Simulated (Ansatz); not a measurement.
Molecule: CN, net charge 1, singlet state. This is an excited singlet: at this geometry the triplet lies 1.06 eV lower at wB97M-V/def2-TZVPD. SMILES: [C][N+]
Structure (B3LYP-D3(BJ)/def2-TZVP (Ansatz, a program for electronic structure) minimum search):
```xyz
2

C      0.0000     0.0000    -0.6312
N      0.0000     0.0000     0.5411
```
Charge +1, spin multiplicity 1.

Q: Give the harmonic wavenumbers at B3LYP-D3(BJ)/def2-TZVP (Ansatz, finite differences of forces, unscaled).

A: 2079 cm⁻¹. Zero-point energy 3.0 kcal/mol.

Q: From these and the geometry, give the ideal-gas thermochemistry at 298.15 K and 1 atm (rigid rotor, harmonic oscillator).

A: Point group C∞v, rotational symmetry number 1. Rotational constants 56.87, 56.87 GHz. S(trans) 35.70, S(rot) 11.31, S(vib) 0.00, S(elec, spin only) 0.00, S 47.0 cal/(mol K). H(298) - H(0) 2.07 kcal/mol; G - E(el) -9.0 kcal/mol.
